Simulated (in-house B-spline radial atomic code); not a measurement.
## B3LYP (VWN-RPA) excitations of Ar VII (Ar6+)

Method: B3LYP (VWN-RPA). Computed with a B-spline radial code for spherical atoms: linear response of the closed shell [Ne] 3s2 with the functional's adiabatic kernel; scalar-relativistic (spin-free one-electron X2C), finite nucleus, no spin-orbit coupling, no double excitations, S, P, D and F terms only.

Command:
```bash
python run_td.py task.json out
```
Settings (radii: box in bohr, nucleus in fm):
```
Z                        18
electrons                12
configuration            [Ne] 3s2
hamiltonian              x2c
method                   b3lyp
box_radius               14.35
rms_radius               3.4274
intervals                71
```

Cost of the run: 0.3 s on 1 thread of Intel(R) Xeon(R) 6975P-C (Granite Rapids), on a shared host.

The lowest states, in the order of their Tamm-Dancoff energies; the method's threshold (minus the highest occupied level) is 117.75 eV. Labels give the largest channel, * marks a mixed state, and oscillator strengths are full-response dipole values. Semilocal kernels can invert the small singlet-triplet splittings of Rydberg terms. Energies in eV:

```tsv
state	full response	Tamm-Dancoff	oscillator strength
3s → 3p 3P	13.267	13.670	-
3s → 3p 1P	21.290	22.039	1.17
3s → 3d 3D	?	?	-
3s → 3d 1D	41.37	41.39	-
3s → 4s 3S	62.58	62.59	-
3s → 4s 1S	64.44	64.48	-
3s → 4p 3P	68.70	68.71	-
3s → 4p 1P	69.53	69.56	0.192
3s → 4d 3D	77.03	77.04	-
3s → 4d 1D	77.49	77.49	-
3s → 4f 3F	79.58	79.60	-
3s → 4f 1F	80.38	80.39	-
3s → 5s 3S	86.84	86.84	-
3s → 5s 1S	87.41	87.43	-
3s → 5p 3P	?	?	-
3s → 5p 1P	89.81	89.82	0.0695
```

(1) Where does 3s → 3d 3D lie?

(2) Where does 3s → 5p 3P lie?

(3) How large is the singlet-triplet splitting of 3s → 3p (P terms) in Tamm-Dancoff?

(4) What polarisabilities and dispersion coefficient does the method give?

## Answers

(1) At 37.80 eV in full response, 37.93 eV in Tamm-Dancoff.

(2) At 89.53 eV in full response, 89.53 eV in Tamm-Dancoff.

(3) 8.37 eV, from the unrounded values.

(4) Dipole 1.998 bohr³, quadrupole 1.733 bohr⁵, C6 2.519 hartree·bohr⁶ for two such species.
